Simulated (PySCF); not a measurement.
C3H2O, SMILES C#CC=O. Atoms are numbered in the order given.

```xyz
6

C     -0.1340    -1.8760     0.0000
C      0.0892    -0.6834     0.0000
C      0.4082     0.7342     0.0000
O     -0.4172     1.6159     0.0000
H     -0.3472    -2.9297     0.0000
H      1.5045     0.9541     0.0000
```

Geometry optimised at B3LYP-D3(BJ)/def2-SVP.

Computed with PBE/pcJ-1 (PySCF).

Isotropic couplings with Fermi-contact, spin-dipole and both spin-orbit terms, one fixed conformer, no vibrational averaging. Isotopes: 13C, 1H.

Computed spin–spin coupling constants:
```tsv
pair	bonds apart	J (Hz)
C1–C2	1	183.9
C1–H5	1	256.3
C2–C3	1	82.1
C3–H6	1	182.3
C1–C3	2	13.7
C2–H5	2	47.2
C2–H6	2	39.1
C1–H6	3	7.2
C3–H5	3	4.0
H5–H6	4	-0.4
```
